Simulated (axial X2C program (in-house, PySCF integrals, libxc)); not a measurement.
# HBr⁺ at several levels of theory

All values were computed with an in-house relativistic program for diatomic molecules. Spin-free means the one-electron spin-free X2C Hamiltonian; two-component (2c) means X2C with spin–orbit coupling and atomic mean-field two-electron Coulomb and Gaunt terms, so the difference of the two also holds small scalar two-electron terms. Basis: Br dyall-cv3z [8s9p6d4f1g], H dyall-v3z [6s2p1d] (cores contracted in-house); Gaussian nuclei, density fitting, unrestricted open shells. Masses: Br 78.918 u, H 1.008 u.

Input:
```json
{"zs": [35, 1], "q": 1, "bas": ["dyall-cv3z", "dyall-v3z"], "levels": ["PBE0", "HF", "B3LYP"], "cc": true, "r0": 1.46, "thr": -2.0, "nmax": 90, "npts": 10, "nst": 2, "ntry": 6}
```
```bash
python so2c.py task.json out
```

Keys: zs atomic numbers; q charge; bas basis sets; levels methods; cc coupled cluster on or off; r0 starting distance in Å; thr threshold in hartree for freezing inner shells (an s shell follows its p shell); nmax most natural virtual spinors; npts points on the curve; nst determinants followed; ntry starts of the search. HF also brings MP2.

State, spin-free: M_S = 1/2, Λ = 1 (beyond evenly filled blocks: π+α, π+β, π-α); electrons by block: σα: 8, σβ: 8, π+α: 4, π+β: 4, π-α: 4, π-β: 3, δ+α: 1, δ+β: 1, δ-α: 1, δ-β: 1. Fragments: Br+ + H.

State, 2c: Ω = 3/2 (⟨Sz⟩ = 0.50, ⟨Lz⟩ = 1.00 at PBE0); electrons by block: 1/2: 12, -1/2: 12, 3/2: 5, -3/2: 4, 5/2: 1, -5/2: 1. Fragments: Br+ + H.

| Hamiltonian | level | Re (Å) | ωe (cm⁻¹) | De (eV) | k (mdyn/Å) | μ (D) |
| --- | --- | --- | --- | --- | --- | --- |
| spin-free | PBE0 | 1.453 | 2437.6 | 3.99 | 3.48 | 1.53 |
| spin-free | HF | 1.434 | 2580.7 | 2.74 | 3.9 | 1.56 |
| spin-free | MP2 | 1.443 | 2507.6 | 3.81 | 3.69 | n/a |
| spin-free | CCSD | 1.447 | 2468.9 | 3.88 | 3.57 | n/a |
| spin-free | CCSD(T) | 1.449 | 2450.9 | 3.93 | 3.52 | n/a |
| spin-free | B3LYP | 1.458 | 2394.2 | 4.11 | 3.36 | 1.50 |
| 2c | PBE0 | 1.454 | 2433.7 | 4.03 | 3.47 | 1.52 |
| 2c | HF | 1.435 | 2577.6 | n/a | 3.9 | 1.55 |
| 2c | MP2 | 1.443 | 2504.5 | 3.77 | 3.68 | n/a |
| 2c | CCSD | 1.448 | 2465.3 | 3.85 | 3.56 | n/a |
| 2c | CCSD(T) | 1.450 | 2447.4 | 3.89 | 3.51 | n/a |
| 2c | B3LYP | 1.458 | 2389.9 | 4.08 | 3.35 | 1.49 |

Correlated methods: 7 electrons correlated (number of frozen shells: Br 3 s, 2 p, 1 d; H none), 145 virtual spin orbitals or spinors in MP2, 70 natural virtuals in coupled cluster.

Dipoles are positive if H is the positive end and refer to the centre of mass.

The state is one determinant whose occupation by symmetry is held fixed; it was picked as the lowest of a PBE0 search that is not exhaustive. Dissociation energies refer to the lowest single-determinant-based atoms at the same level and basis. De is not given where an atomic determinant may have missed its ground term or J level, or where the truncated virtual space spoils (T). Density functionals use the spin component along the axis (collinear). Coupled cluster ran in a truncated set of natural virtual spinors; the MP2 energy of the rest was added. (T) has no such correction and the atoms are truncated less, which lowers De at CCSD(T) by a hundredth of an eV or more. The functionals have no current-density term, which raises determinants with orbital currents, atoms included.

Rough cost a point (2c) on 1 thread(s) of a shared host, integrals apart: PBE0 0.3 s, HF 0.18 s, CCSD(T) 1 s, B3LYP 0.3 s.

The whole task took 44 s on 1 thread of Arm Neoverse V1 (shared host).
